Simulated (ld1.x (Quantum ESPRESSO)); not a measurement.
**Cutoff test, Sm, PAW**

Sm, PAW, made with ld1.x (Quantum ESPRESSO) 7.5 (PBE, non-relativistic). Core [Kr] 4d10 4f5, reference 5s2 5p6 5d1 6s2 6p0. Waves: 5s (bound): rcut 2.40, rcutus 2.55 bohr; 6s (bound): rcut 2.40, rcutus 2.55 bohr; 5p (bound): rcut 2.15, rcutus 2.20 bohr; 6p (bound, empty): rcut 2.15, rcutus 2.20 bohr; 5d (bound): rcut 3.30, rcutus 3.60 bohr; 5d channel at 0.85 Ry: rcut 3.30, rcutus 3.60 bohr. Local part: all-electron potential smoothed inside 3.50 bohr (lloc = -1). Core correction: Bessel-smoothed model core inside 2.15 bohr. Augmentation charge: PSQ, inside the norm-conserving radii.

The pseudo-atom Hamiltonian at the reference potential is diagonalised in spherical Bessel functions j_l(qr) that vanish at 20 bohr, with q² up to the cutoff. All-electron valence levels (Ry): 5s -3.0572, 6s -0.2716, 5p -1.8704, 6p -0.1062, 5d -0.2547.

Question: How do the lowest levels (Ry) of each channel move with the cutoff, and are there ghosts?

Answer:

```
cutoff (Ry)     s #1     s #2    s #3     p #1     p #2    p #3     d #1    f #1    f #2  Σ f·Δε (mRy)
          8  -3.0561  -0.2539  0.0046  -1.7878  -0.0909  0.0474  -0.2545  0.0909  0.1983         533.3
         10  -3.0568  -0.2641  0.0027  -1.8369  -0.0964  0.0454  -0.2546  0.0909  0.1983         217.0
         12  -3.0568  -0.2696  0.0016  -1.8597  -0.1005  0.0440  -0.2547  0.0909  0.1983          69.0
         15  -3.0570  -0.2713  0.0013  -1.8694  -0.1043  0.0428  -0.2547  0.0909  0.1983           7.2
         18  -3.0571  -0.2716  0.0013  -1.8701  -0.1055  0.0424  -0.2547  0.0909  0.1983           2.4
         21  -3.0571  -0.2716  0.0013  -1.8701  -0.1060  0.0422  -0.2547  0.0909  0.1983           2.3
         25  -3.0572  -0.2716  0.0012  -1.8702  -0.1062  0.0422  -0.2547  0.0909  0.1983           1.1
         30  -3.0572  -0.2717  0.0012  -1.8704  -0.1062  0.0422  -0.2547  0.0909  0.1983           0.3
         35  -3.0572  -0.2717  0.0012  -1.8704  -0.1062  0.0422  -0.2547  0.0909  0.1983           0.2
         40  -3.0572  -0.2717  0.0012  -1.8704  -0.1062  0.0422  -0.2547  0.0909  0.1983           0.2
        400  -3.0572  -0.2717  0.0012  -1.8704  -0.1062  0.0422  -0.2547  0.0909  0.1983           0.0
```

Result: no extra level below or beside the all-electron valence levels (s, p, d, f tested); 10 mRy is reached at 15 Ry and 1 mRy at 30 Ry.

Test run stopped at test 2 of 7 (negative rho).
